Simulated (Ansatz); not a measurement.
Relaxation of B9As9⁻ with UKS PBE-D4/def2-SVP.

```sh
$ ansatz run in.yaml --threads 2 --pin off --events-out ev --progress --plain --max-ram 32768MiB --backend cuda --devices 0, --max-vram 18GiB
```

```yaml
crystal:
  periodic: [false, false, false]
  atoms:
    - {symbol: As, position_ang: [-2.121254, 1.730602, -0.867486]}
    - {symbol: As, position_ang: [-0.598394, -4.779881, 0.899065]}
    - {symbol: As, position_ang: [1.565657, -2.705305, -1.741728]}
    - {symbol: As, position_ang: [-2.120632, -1.496566, -0.474034]}
    - {symbol: As, position_ang: [-0.428134, 4.244590, 2.357132]}
    - {symbol: As, position_ang: [-0.256669, 0.447330, 1.906519]}
    - {symbol: As, position_ang: [2.492303, 2.248450, -1.873298]}
    - {symbol: As, position_ang: [-0.629778, 3.609340, -0.038101]}
    - {symbol: As, position_ang: [1.703022, -1.619544, 0.670974]}
    - {symbol: B, position_ang: [-1.152929, -3.000242, 0.439175]}
    - {symbol: B, position_ang: [-1.660767, 0.305785, 0.456607]}
    - {symbol: B, position_ang: [-0.163483, 1.326890, -0.098477]}
    - {symbol: B, position_ang: [-0.076521, -1.902286, -0.566275]}
    - {symbol: B, position_ang: [0.498877, -3.420781, -0.053820]}
    - {symbol: B, position_ang: [1.111655, -0.764251, -1.050241]}
    - {symbol: B, position_ang: [0.956856, 2.488856, -0.794065]}
    - {symbol: B, position_ang: [1.229011, 0.870173, -1.166219]}
    - {symbol: B, position_ang: [-0.348791, 2.416849, 1.994281]}
basis:
  gaussian: {orbitals: def2-SVP, fitting: {mean_field: def2-universal-jkfit}}
total_charge: -1
magnetization: {spin_polarized: true, initial_magnetization: 1}
hamiltonian: {xc: pbe, dispersion: d4}
scf: {lower_state_search: "off"}
output: {orbitals: {seedname: orbitals}}
relax: {f_tol: 0.03, max_steps: 70}
```

Hardware: 2 threads of AMD EPYC 7R13 on a shared host and a share (18 GiB) of an NVIDIA H100 80GB HBM3. Wall time 2.9 min, peak host memory 0.98 GiB.

Positions (Å) and forces (eV/Å) at steps 1, 2, 3, 4, 5, 6, 7, 8, 9, 10, 11, 12, 13, 14, 15, 16 of 32:

```xyz
18
step=1 energy=-553502.9470 eV
As   -2.121    1.731   -0.867   -0.262   -0.425   -0.143
As   -0.598   -4.780    0.899   -0.091   -0.127    0.064
As    1.566   -2.705   -1.742    0.384   -0.138   -0.206
As   -2.121   -1.497   -0.474   -0.567    0.173    0.116
As   -0.428    4.245    2.357    0.167    0.240    0.429
As   -0.257    0.447    1.907    0.051   -0.110    0.130
As    2.492    2.248   -1.873    0.345    0.122   -0.275
As   -0.630    3.609   -0.038    0.125    0.010   -0.176
As    1.703   -1.620    0.671    0.458   -0.185    0.185
B    -1.153   -3.000    0.439    0.197   -0.056   -0.256
B    -1.661    0.306    0.457   -0.136   -0.026   -0.269
B    -0.163    1.327   -0.098    0.250    0.083   -0.011
B    -0.077   -1.902   -0.566   -0.228    0.122   -0.081
B     0.499   -3.421   -0.054    0.051    0.341    0.219
B     1.112   -0.764   -1.050   -0.423    0.052    0.159
B     0.957    2.489   -0.794   -0.239    0.123    0.171
B     1.229    0.870   -1.166   -0.037   -0.158    0.106
B    -0.349    2.417    1.994   -0.045   -0.041   -0.163
18
step=2 energy=-553503.0782 eV
As   -2.134    1.673   -0.927    0.046   -0.147    0.024
As   -0.595   -4.774    0.898   -0.046   -0.044    0.022
As    1.590   -2.684   -1.718    0.214   -0.046   -0.040
As   -2.180   -1.510   -0.468   -0.307   -0.021    0.051
As   -0.341    4.232    2.407    0.134    0.036    0.075
As   -0.271    0.433    1.890   -0.033    0.061    0.022
As    2.491    2.267   -1.892    0.007   -0.050   -0.032
As   -0.639    3.600   -0.035    0.056   -0.046    0.102
As    1.741   -1.621    0.681    0.234   -0.193    0.061
B    -1.168   -3.005    0.418    0.205    0.021   -0.203
B    -1.669    0.288    0.425   -0.070    0.001   -0.073
B    -0.167    1.329   -0.111    0.054    0.035    0.068
B    -0.099   -1.883   -0.554   -0.080    0.077   -0.116
B     0.505   -3.385   -0.025    0.021    0.166    0.170
B     1.089   -0.749   -1.019   -0.337   -0.062    0.042
B     0.954    2.500   -0.797   -0.097    0.187    0.043
B     1.236    0.880   -1.158    0.114   -0.042   -0.027
B    -0.342    2.408    1.984   -0.114    0.068   -0.188
18
step=3 energy=-553503.1542 eV
As   -2.125    1.621   -0.975    0.154    0.064    0.023
As   -0.574   -4.785    0.881   -0.004    0.014   -0.015
As    1.652   -2.668   -1.692   -0.031    0.018   -0.005
As   -2.259   -1.551   -0.455    0.024   -0.058   -0.047
As   -0.152    4.270    2.440   -0.094   -0.479   -0.290
As   -0.346    0.471    1.905   -0.013    0.015   -0.059
As    2.472    2.267   -1.903   -0.179   -0.103    0.144
As   -0.639    3.604   -0.013   -0.043   -0.061    0.250
As    1.802   -1.655    0.669   -0.034   -0.090    0.023
B    -1.166   -3.032    0.366    0.171    0.155   -0.085
B    -1.693    0.259    0.395   -0.063    0.037    0.184
B    -0.175    1.334   -0.099   -0.047    0.000    0.046
B    -0.126   -1.883   -0.568    0.095    0.011   -0.040
B     0.529   -3.356    0.000   -0.034   -0.027    0.075
B     1.044   -0.745   -0.991   -0.158   -0.033    0.029
B     0.942    2.514   -0.789    0.081    0.015   -0.099
B     1.234    0.884   -1.134    0.117    0.064   -0.095
B    -0.419    2.450    1.963    0.058    0.459   -0.039
18
step=4 energy=-553503.1768 eV
As   -2.111    1.608   -0.982    0.056    0.031    0.086
As   -0.581   -4.771    0.876   -0.023   -0.001    0.007
As    1.654   -2.663   -1.697   -0.007    0.033    0.025
As   -2.257   -1.536   -0.459   -0.017   -0.041   -0.003
As   -0.143    4.252    2.409   -0.045   -0.094   -0.080
As   -0.343    0.467    1.912   -0.062    0.026   -0.053
As    2.469    2.261   -1.884   -0.085   -0.036    0.059
As   -0.659    3.591   -0.009    0.024    0.019    0.050
As    1.811   -1.668    0.669    0.006   -0.060   -0.049
B    -1.155   -3.012    0.359    0.084    0.059   -0.058
B    -1.717    0.270    0.425    0.026   -0.043    0.046
B    -0.178    1.329   -0.088   -0.034   -0.022    0.040
B    -0.120   -1.877   -0.573    0.038   -0.022   -0.015
B     0.534   -3.349    0.000   -0.036   -0.035    0.053
B     1.039   -0.743   -0.984   -0.062   -0.006    0.014
B     0.932    2.512   -0.786    0.050    0.037   -0.067
B     1.230    0.883   -1.128    0.081    0.056   -0.032
B    -0.407    2.447    1.940    0.006    0.100   -0.021
18
step=5 energy=-553503.1854 eV
As   -2.108    1.615   -0.947   -0.022    0.032   -0.024
As   -0.593   -4.772    0.872   -0.020   -0.002   -0.007
As    1.653   -2.663   -1.707    0.012    0.024   -0.005
As   -2.258   -1.539   -0.462   -0.060    0.023    0.015
As   -0.166    4.261    2.387   -0.024    0.077   -0.028
As   -0.350    0.478    1.924    0.037    0.003   -0.004
As    2.472    2.256   -1.876    0.000    0.021   -0.015
As   -0.654    3.600   -0.016   -0.002    0.055   -0.055
As    1.829   -1.694    0.656    0.080   -0.049   -0.019
B    -1.146   -3.009    0.347    0.026   -0.005   -0.012
B    -1.718    0.260    0.444    0.034    0.000    0.005
B    -0.174    1.330   -0.075    0.027   -0.052    0.007
B    -0.116   -1.882   -0.578   -0.019   -0.004   -0.030
B     0.535   -3.358   -0.002   -0.015    0.045    0.048
B     1.035   -0.744   -0.978   -0.038    0.051    0.043
B     0.933    2.515   -0.789    0.004   -0.011    0.012
B     1.235    0.884   -1.121    0.005   -0.045    0.027
B    -0.410    2.460    1.921   -0.027   -0.163    0.043
18
step=6 energy=-553503.1993 eV
As   -2.098    1.619   -0.912   -0.080    0.049   -0.076
As   -0.613   -4.767    0.864   -0.020   -0.009   -0.014
As    1.643   -2.656   -1.721    0.005    0.011   -0.062
As   -2.270   -1.532   -0.455   -0.095    0.074    0.006
As   -0.218    4.264    2.352   -0.059    0.171    0.006
As   -0.332    0.478    1.934    0.067    0.064    0.038
As    2.474    2.251   -1.875    0.089    0.087   -0.079
As   -0.651    3.608   -0.034   -0.014    0.090   -0.147
As    1.870   -1.733    0.634    0.138   -0.054    0.018
B    -1.141   -2.997    0.336   -0.023   -0.077    0.048
B    -1.708    0.253    0.470    0.015   -0.027   -0.048
B    -0.161    1.328   -0.059    0.111   -0.097   -0.041
B    -0.116   -1.878   -0.580   -0.101    0.026   -0.052
B     0.532   -3.356   -0.001    0.032    0.114    0.057
B     1.030   -0.741   -0.961    0.012    0.063    0.073
B     0.941    2.517   -0.788   -0.045   -0.062    0.079
B     1.247    0.883   -1.105   -0.060   -0.095    0.049
B    -0.428    2.459    1.900    0.027   -0.327    0.145
18
step=7 energy=-553503.2155 eV
As   -2.074    1.632   -0.835   -0.153   -0.016   -0.306
As   -0.661   -4.753    0.841    0.047    0.023   -0.047
As    1.596   -2.638   -1.767   -0.119    0.007   -0.150
As   -2.307   -1.511   -0.434    0.132    0.107    0.036
As   -0.395    4.278    2.270   -0.025    0.181    0.209
As   -0.277    0.472    1.959    0.152    0.152    0.106
As    2.484    2.243   -1.877    0.228    0.100   -0.139
As   -0.639    3.625   -0.087   -0.047    0.010   -0.186
As    1.987   -1.830    0.573   -0.114    0.059   -0.017
B    -1.140   -2.967    0.322   -0.215   -0.180    0.214
B    -1.669    0.236    0.522   -0.071    0.022   -0.149
B    -0.120    1.312   -0.027    0.145   -0.108   -0.113
B    -0.125   -1.862   -0.576   -0.182    0.027   -0.058
B     0.519   -3.342    0.008    0.169    0.040    0.047
B     1.023   -0.733   -0.917    0.286   -0.025    0.115
B     0.969    2.514   -0.778   -0.168   -0.110    0.164
B     1.285    0.878   -1.069   -0.127   -0.045    0.008
B    -0.456    2.446    1.870    0.061   -0.244    0.265
18
step=8 energy=-553503.1127 eV rejected
As   -2.071    1.645   -0.908    0.391   -0.018    0.182
As   -0.648   -4.757    0.829    0.064    0.060    0.012
As    1.483   -2.632   -1.826   -0.154    0.230    0.393
As   -2.342   -1.498   -0.402    0.463   -0.110    0.092
As   -0.584    4.327    2.300    0.220   -1.768   -0.591
As   -0.212    0.447    1.947    0.007   -0.127   -0.126
As    2.500    2.281   -1.908   -0.270   -0.262    0.308
As   -0.633    3.607   -0.126   -0.022    0.016    0.419
As    2.079   -1.844    0.547   -0.605   -0.120   -0.490
B    -1.192   -2.971    0.387    0.149    0.185   -0.055
B    -1.599    0.246    0.452   -0.200    0.074    0.073
B    -0.082    1.267   -0.067   -0.082   -0.044   -0.034
B    -0.164   -1.823   -0.531   -0.118   -0.050   -0.144
B     0.496   -3.290    0.037    0.124   -0.201    0.105
B     1.054   -0.730   -0.889    0.090   -0.481    0.094
B     1.002    2.478   -0.743   -0.016    0.115   -0.127
B     1.318    0.859   -1.075    0.367    0.552   -0.361
B    -0.404    2.390    1.978   -0.411    1.947    0.251
18
step=9 energy=-553503.2776 eV
As   -2.046    1.627   -0.882   -0.038    0.079   -0.075
As   -0.644   -4.755    0.850    0.016    0.034   -0.021
As    1.525   -2.635   -1.804   -0.058    0.038   -0.066
As   -2.307   -1.504   -0.405    0.148    0.020    0.018
As   -0.490    4.289    2.294   -0.010    0.013    0.097
As   -0.247    0.483    1.945    0.061    0.108    0.035
As    2.513    2.253   -1.873    0.064    0.030   -0.054
As   -0.628    3.611   -0.075   -0.056   -0.011   -0.218
As    2.007   -1.847    0.545   -0.111    0.031   -0.115
B    -1.149   -2.968    0.359   -0.120   -0.085    0.147
B    -1.655    0.254    0.508   -0.019   -0.005   -0.123
B    -0.095    1.287   -0.060    0.051   -0.159   -0.069
B    -0.142   -1.852   -0.565   -0.168    0.007   -0.050
B     0.515   -3.327    0.023    0.105    0.003    0.051
B     1.028   -0.734   -0.918    0.179   -0.086    0.094
B     0.987    2.499   -0.774   -0.093   -0.024    0.185
B     1.303    0.870   -1.097    0.020    0.046   -0.010
B    -0.477    2.447    1.930    0.030   -0.036    0.175
18
step=10 energy=-553503.3195 eV
As   -2.026    1.638   -0.918    0.069    0.086    0.065
As   -0.623   -4.758    0.864   -0.001    0.044    0.004
As    1.443   -2.632   -1.852   -0.035    0.089    0.062
As   -2.300   -1.504   -0.382    0.137   -0.059    0.005
As   -0.575    4.310    2.305   -0.001   -0.262   -0.052
As   -0.225    0.500    1.933   -0.023    0.034   -0.033
As    2.538    2.272   -1.862   -0.089   -0.061    0.069
As   -0.624    3.600   -0.081   -0.001    0.045   -0.094
As    2.034   -1.871    0.503   -0.100   -0.011   -0.155
B    -1.159   -2.971    0.405    0.010    0.022    0.061
B    -1.638    0.268    0.483    0.020   -0.009   -0.020
B    -0.070    1.252   -0.096   -0.013   -0.211   -0.020
B    -0.162   -1.846   -0.556   -0.110   -0.028   -0.073
B     0.513   -3.314    0.037    0.016   -0.034    0.043
B     1.037   -0.738   -0.918    0.039   -0.064    0.056
B     1.010    2.481   -0.745   -0.069    0.025    0.086
B     1.329    0.862   -1.116    0.157    0.137   -0.067
B    -0.501    2.453    1.997   -0.006    0.259    0.061
18
step=11 energy=-553503.3359 eV
As   -1.997    1.654   -0.921    0.060    0.025    0.012
As   -0.610   -4.752    0.889    0.005    0.049    0.013
As    1.348   -2.626   -1.915   -0.017    0.158    0.216
As   -2.294   -1.502   -0.360    0.115   -0.075    0.028
As   -0.719    4.325    2.301    0.120   -0.458   -0.132
As   -0.200    0.521    1.930   -0.017   -0.029   -0.042
As    2.575    2.284   -1.835   -0.145   -0.117    0.102
As   -0.611    3.598   -0.095    0.008    0.111    0.020
As    2.072   -1.915    0.438   -0.144   -0.002   -0.219
B    -1.161   -2.964    0.451    0.072    0.073    0.012
B    -1.616    0.274    0.477    0.058    0.069    0.040
B    -0.037    1.209   -0.125   -0.068   -0.286    0.028
B    -0.181   -1.841   -0.554   -0.028   -0.077   -0.095
B     0.506   -3.305    0.047   -0.041   -0.076    0.016
B     1.043   -0.742   -0.921   -0.032   -0.050    0.026
B     1.036    2.462   -0.718   -0.084    0.068    0.077
B     1.363    0.853   -1.133    0.248    0.183   -0.079
B    -0.517    2.467    2.043   -0.109    0.435   -0.023
18
step=12 energy=-553503.4354 eV
As   -1.916    1.652   -0.983   -0.026   -0.070    0.123
As   -0.567   -4.711    1.005    0.099   -0.029   -0.055
As    1.195   -2.547   -2.017    0.070   -0.035   -0.009
As   -2.292   -1.525   -0.312   -0.030   -0.056    0.031
As   -0.778    4.326    2.277    0.014   -0.245   -0.003
As   -0.228    0.527    1.938   -0.054    0.094   -0.004
As    2.610    2.348   -1.727   -0.079   -0.049    0.124
As   -0.596    3.607   -0.113   -0.008    0.167    0.055
As    2.110   -1.963    0.300   -0.157    0.049   -0.155
B    -1.137   -2.930    0.560    0.137    0.210   -0.189
B    -1.600    0.280    0.451   -0.073    0.108    0.003
B     0.007    1.036   -0.168    0.385   -0.389   -0.288
B    -0.231   -1.853   -0.597    0.133   -0.002    0.104
B     0.496   -3.304    0.045   -0.145    0.173    0.065
B     1.022   -0.713   -0.940   -0.202   -0.018    0.297
B     1.032    2.425   -0.619   -0.116   -0.079    0.007
B     1.455    0.866   -1.134    0.009   -0.044   -0.014
B    -0.581    2.479    2.034    0.043    0.216   -0.091
18
step=13 energy=-553503.5733 eV
As   -1.864    1.653   -1.002   -0.065   -0.120    0.067
As   -0.520   -4.675    1.048    0.125   -0.057   -0.028
As    1.100   -2.488   -2.078    0.141   -0.016    0.090
As   -2.296   -1.535   -0.283   -0.223   -0.040    0.041
As   -0.827    4.326    2.274   -0.049    0.041    0.090
As   -0.235    0.546    1.928   -0.065    0.069    0.014
As    2.630    2.364   -1.630   -0.052   -0.049    0.085
As   -0.585    3.626   -0.118    0.033    0.052    0.016
As    2.133   -1.975    0.217   -0.043    0.035   -0.171
B    -1.110   -2.890    0.613    0.012    0.314   -0.213
B    -1.597    0.286    0.441    0.017    0.248    0.005
B     0.056    0.861   -0.235    0.009   -0.349   -0.017
B    -0.261   -1.847   -0.614   -0.080   -0.033    0.118
B     0.486   -3.263    0.053   -0.004   -0.143    0.039
B     0.985   -0.696   -0.921   -0.030   -0.038    0.154
B     1.000    2.366   -0.565   -0.089   -0.170   -0.026
B     1.506    0.844   -1.140    0.215    0.300   -0.083
B    -0.600    2.501    2.012    0.147   -0.042   -0.181
18
step=14 energy=-553503.5865 eV
As   -1.842    1.636   -1.015   -0.041   -0.075   -0.104
As   -0.475   -4.644    1.082   -0.017   -0.046    0.060
As    1.055   -2.443   -2.118    0.080   -0.025    0.232
As   -2.348   -1.534   -0.242   -0.010   -0.008    0.064
As   -0.856    4.339    2.267   -0.039   -0.068    0.067
As   -0.248    0.570    1.926   -0.017   -0.123    0.015
As    2.645    2.401   -1.518   -0.025    0.090    0.065
As   -0.585    3.629   -0.120    0.069   -0.083   -0.087
As    2.168   -1.991    0.137    0.054   -0.091   -0.168
B    -1.093   -2.841    0.635    0.190    0.183   -0.244
B    -1.609    0.316    0.447    0.073   -0.024    0.023
B     0.086    0.674   -0.283   -0.475    0.931    0.389
B    -0.300   -1.850   -0.632   -0.237    0.156    0.072
B     0.481   -3.254    0.045   -0.013    0.211   -0.121
B     0.965   -0.682   -0.900    0.633   -0.803   -0.334
B     0.950    2.299   -0.514   -0.012   -0.125   -0.048
B     1.572    0.847   -1.135   -0.315   -0.257    0.186
B    -0.569    2.527    1.939    0.103    0.158   -0.069
18
step=15 energy=-553503.6735 eV
As   -1.888    1.594   -1.029    0.073    0.011    0.114
As   -0.473   -4.614    1.060   -0.007   -0.107    0.100
As    1.084   -2.468   -2.099    0.052   -0.091    0.143
As   -2.360   -1.512   -0.237   -0.081   -0.126   -0.064
As   -0.825    4.319    2.240   -0.036    0.141    0.057
As   -0.246    0.552    1.937   -0.056   -0.016   -0.012
As    2.640    2.381   -1.482    0.011   -0.013    0.025
As   -0.614    3.591   -0.153   -0.003    0.131   -0.031
As    2.189   -1.995    0.135    0.235   -0.089   -0.096
B    -1.087   -2.811    0.601    0.252    0.005   -0.069
B    -1.629    0.315    0.469    0.065    0.049    0.022
B     0.049    0.736   -0.241   -0.038   -0.120   -0.161
B    -0.297   -1.817   -0.632   -0.405    0.300   -0.007
B     0.484   -3.226    0.012   -0.104    0.026   -0.102
B     0.982   -0.699   -0.893    0.104   -0.197    0.105
B     0.940    2.299   -0.521   -0.009    0.099    0.048
B     1.546    0.831   -1.085    0.003    0.040   -0.068
B    -0.494    2.522    1.916   -0.057   -0.043   -0.004
18
step=16 energy=-553503.7713 eV
As   -1.874    1.615   -0.995   -0.153    0.018   -0.253
As   -0.421   -4.583    1.097    0.055    0.189   -0.032
As    1.054   -2.532   -2.108    0.075   -0.050    0.116
As   -2.399   -1.533   -0.216    0.058    0.128   -0.005
As   -0.856    4.377    2.231    0.004   -0.096   -0.038
As   -0.290    0.576    1.952    0.077    0.256    0.108
As    2.656    2.359   -1.397    0.059   -0.126   -0.029
As   -0.603    3.638   -0.171    0.101   -0.209    0.027
As    2.314   -2.090    0.022   -0.143   -0.122   -0.271
B    -1.046   -2.776    0.595    0.078   -0.228    0.029
B    -1.639    0.316    0.482   -0.119   -0.169   -0.100
B     0.028    0.720   -0.240    0.158   -0.401   -0.060
B    -0.340   -1.780   -0.650   -0.453    0.522    0.004
B     0.477   -3.208   -0.057    0.238    0.122    0.023
B     1.006   -0.748   -0.890   -0.111   -0.065    0.456
B     0.930    2.278   -0.493   -0.099    0.200    0.076
B     1.546    0.800   -1.057    0.169    0.225   -0.139
B    -0.542    2.571    1.896    0.006   -0.195    0.087
```

Single mean-field runs in def2-SVP are fitted with def2-universal-jkfit.
